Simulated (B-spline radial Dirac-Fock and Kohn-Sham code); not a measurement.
**f′ and f″ of Lu, 4 keV to 66.51 keV**

Calculated with a radial B-spline solver, using the dispersion relation over Dirac-Hartree-Slater subshell photoionisation cross sections, with the Kissel-Pratt high-energy constant (isolated atom, no bound-bound lines or fine structure). The forward scattering factor is f₀ + f′ + i f″.

Input file task.json (cfg lists n, l and occupation; rrms is the nuclear radius in fm):

```json
{"items": [{
  "Z": 71,
  "q": 0,
  "cfg": [[1, 0, 2], [2, 0, 2], [2, 1, 6], [3, 0, 2], [3, 1, 6], [3, 2, 10], [4, 0, 2], [4, 1, 6], [4, 2, 10], [4, 3, 14], [5, 0, 2], [5, 1, 6], [5, 2, 1], [6, 0, 2]],
  "A": 175,
  "rrms": 5.37,
  "do": "dispersion",
  "hv": [529.6, 609.9, 1000.0, 1134.0, 1253.6, 1480.0, 1486.9, 2000.0, 2375.0, 2641.0, 2984.4, 3688.0, 4000.0, 4510.9, 5414.7, 6000.0, 6403.9, 6888.0, 6930.3, 7989.0, 8047.8, 8485.0, 9251.7, 10140.0, 10950.0, 12000.0, 15000.0, 17479.3, 21170.0, 22162.9, 22380.0, 24209.8, 25160.0, 25490.0, 27370.0, 28770.0, 30000.0, 31560.0, 32280.0, 37660.0, 40000.0, 46260.0, 59210.0, 66510.0],
  "edges": {"K": 63314.0, "L1": 10870.0, "L2": 10349.0, "L3": 9244.0, "M1": 2491.0, "M2": 2264.0, "M3": 2024.0, "M4": 1639.0, "M5": 1589.0, "N1": 506.8, "N2": 412.4, "N3": 359.2, "N4": 206.1, "N5": 196.3}
}]}
```

Run with: `python xray2_run.py task.json out`

Edges near this range: K 63314.0 eV, L1 10870.0 eV, L2 10349.0 eV, L3 9244.0 eV.

```
hν (eV)   λ (Å)   f′ (e)  f″ (e)  tabulated f′  tabulated f″
   4000   3.100   -4.300  14.087         -4.30         13.50
 4510.9   2.749   -4.002  11.794         -4.01         11.20
 5414.7   2.290   -4.100   8.954         -4.11          8.44
   6000   2.066   -4.390   7.648         -4.40          7.22
 6403.9   1.936   -4.664   6.912         -4.67          6.55
   6888   1.800   -5.070   6.166         -5.10          5.88
 6930.3   1.789   -5.110   6.107         -5.15          5.83
   7989   1.552   -6.460   4.874         -6.54          4.69
 8047.8   1.541   -6.565   4.817         -6.64          4.64
   8485   1.461   -7.547   4.426         -7.65          4.29
 9251.7   1.340  -16.844  10.595        -13.35          9.83
  10140   1.223   -8.527   8.855         -8.63          8.66
  10950   1.132   -6.879  12.454         -6.93         12.19
  12000   1.033        ?       ?             ?             ?
  15000  0.8266   -0.937   7.584         -0.96          7.43
17479.3  0.7093   -0.414   5.910         -0.44          5.78
  21170  0.5857   -0.256   4.298         -0.28          4.21
22162.9  0.5594   -0.264   3.978         -0.29          3.90
  22380  0.5540   -0.268   3.913         -0.29          3.84
24209.8  0.5121   -0.313   3.425         -0.33          3.37
  25160  0.4928   -0.345   3.208         -0.36          3.16
  25490  0.4864   -0.357   3.137         -0.38          3.09
  27370  0.4530   -0.431   2.777         -0.45          2.74
  28770  0.4309   -0.490   2.549         -0.51          2.51
  30000  0.4133   -0.544   2.371         -0.56          2.33
  31560  0.3929   -0.613   2.172         -0.63          2.13
  32280  0.3841   -0.645   2.088         -0.67          2.04
  37660  0.3292   -0.885   1.596         -0.91          1.56
  40000  0.3100   -0.989   1.435         -1.01          1.40
  46260  0.2680   -1.281   1.110         -1.30          1.09
  59210  0.2094   -2.347   0.715         -2.35          0.70
  66510  0.1864   -2.243   3.036         -2.32          3.04
```

Q: What are f′ and f″ at 12000 eV?

A: f′ = -3.377 and f″ = 10.813 electrons (tables: -3.45 and 10.60). By the optical theorem f″ corresponds to a photoabsorption cross section 2 rₑ λ f″ = 63000 b.

Tabulated f′: xraylib 4.2 anomalous scattering factors (Cullen et al., EPDL97); f″: Chantler's tables (J. Phys. Chem. Ref. Data 1995 and 2000). Both are theoretical tables.
